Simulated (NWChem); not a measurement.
**Basis-set convergence for HFPbS**

```xyz
4

Pb    -0.3688    -0.1995     0.0000
F      1.0876    -1.6690     0.0000
S      1.2631     1.7937     0.0000
H      0.2398     2.6843     0.0000
```
Charge 0, spin multiplicity 1.

The numbers come from NWChem runs, not from measurements. All single points use one geometry, from B3LYP/def2-SVP with def2 effective core potentials on Pb, a minimum by its harmonic frequencies. It is one conformer; others weren't searched.

Quantity: LUMO energy at the level B3LYP.

Effective core potentials replace the inner electrons of Pb; spin-orbit coupling is left out. B3LYP has NWChem's definition, with VWN1-RPA local correlation. The structure started from a generated list of species.

Costs are rough ratios of processor time within this set of runs, SCF included, with def2-SVP as 1.

Question: In def2-QZVP the value is -3.04 eV. Among def2-SVP, def2-SVPD, def2-TZVP, def2-TZVPP, def2-TZVPD, which is the smallest basis within 0.1 eV of it?

Answer: def2-SVPD, with 90 functions against 239 and about 3 % of the time (also within reach: def2-TZVP, def2-TZVPP, def2-TZVPD). def2-QZVP isn't the basis-set limit itself, and a small set can land close by cancellation.

| basis | functions | LUMO energy (eV) | relative cost |
|---|---|---|---|
| def2-SVP | 63 | -2.80 | 1 |
| def2-SVPD | 90 | -3.08 | under 3 |
| def2-TZVP | 124 | -3.00 | 3 |
| def2-TZVPP | 137 | -3.00 | 4 |
| def2-TZVPD | 151 | -3.07 | 5 |
| def2-QZVP | 239 | -3.04 | 60 |
